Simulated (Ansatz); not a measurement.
Consider the ligand exchange at the Si–O bond: `O[SiH2]F` + `N=CF` → `F/C=N/[SiH2]F` + H₂O.

Isolated molecules relaxed with PBE0-D4/def2-TZVP in Ansatz; ΔE leaves out vibrations. CBS: MP2 limit from def2 TZ/QZ plus the TZ coupled-cluster correction, frozen cores. This one scheme is used for every species. Functionals use def2-TZVPP. Each species was taken in one conformer, which may not be the lowest.

```csv
level,ΔE (kJ/mol)
ωB97X-V,45.9
r2SCAN,45.5
```

Task: What does CCSD(T)/CBS give? (An estimate is asked.)

Result: The calculation gave: +44.2 kJ/mol. The listed levels differ from it by 1.7, 1.3 kJ/mol.

Largest T1 diagnostic among the species: 0.013.

Leaving LDA and LC-ωPBE aside and taking each functional with its dispersion term where it has one, the values, not all of them listed here, spread over 10.2 kJ/mol, from revPBE-D4 to B97M-V. In def2-TZVPP, CCSD(T) changes the Hartree–Fock value by −6.4 kJ/mol (the triples alone add −1.6 kJ/mol) and MP2 by −9.4 kJ/mol. At CCSD(T), def2-SVP lies +3.5 kJ/mol from the extrapolated value and def2-TZVPP +3.0 kJ/mol.
